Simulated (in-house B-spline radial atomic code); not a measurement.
RPA and G0W0 on PBE: Be+

Configuration [He] 2s1, highest spin, mean-field start PBE. Computed with an all-electron radial atomic-structure program (B-spline basis): all electrons, non-relativistic, point nucleus, each spin shell either full or empty, empty states to l = 9 with an (l + 1/2)⁻⁴ tail; G0W0 by contour deformation at full frequency.

RPA overbinds a lone outer s electron by self-correlation, and G0W0 tends to as well.

Command:
```bash
python run_gw.py task.json out
```
Settings (radii: box in bohr, nucleus in fm):
```
Z                        4
electrons                3
configuration            [He] 2s1
hamiltonian              nr
method                   pbe,pbe
lmax                     9
spin_polarised           True
box_radius               23.78
intervals                45
ion_configuration        1s2
```

Time taken, with all properties: 1.2 s on 1 thread of Arm Neoverse N1, with other jobs on the host.

Energies (hartree):

```
                                     term      value
                         mean-field total  -14.29931
Hartree-Fock functional on these orbitals  -14.27535
                      direct second order   -0.14392
                    second-order exchange    0.09302
                         SOSEX correction   0.076308
```

(1) What is the RPA correlation energy, and what remains with SOSEX?

Quasi-particle levels (eV):

```csv
level,occupied,mean field,Σx - vxc,Σc,QP weight,G0W0
2s up,yes,-14.472,-3.67,?,?,?
2p up,no,-10.446,4.74,-1.06,0.905,-6.764
```

G0W0 = mean field + (Σx - vxc) + Σc, with Σc (partial-wave tail included) taken at the quasi-particle energy. Levels of low weight are left out.

(2) Where does G0W0 put 2s up?

(3) What does it cost to remove one electron (to 1s2) by differences of total energies, each species on its own start (correlation terms add to the Hartree-Fock functional)?

Results:

(1) RPA gives -0.12338 hartree (-1.12 eV per electron); RPA + SOSEX gives -0.04707, and the second-order doubles -0.050904 hartree (no singles). SOSEX takes back 62 % of the RPA value.

(2) At -18.896 eV, with Σc = -0.76 eV and a quasi-particle weight of 0.901. The tabulated removal energy is 18.211 eV (NIST, measured).

(3) PBE 18.497 eV, Hartree-Fock functional 18.109 eV, + RPA 19.055 eV, + RPA + SOSEX 18.184 eV, + second order 18.203 eV. Tabulated: 18.211 eV (NIST, measured).
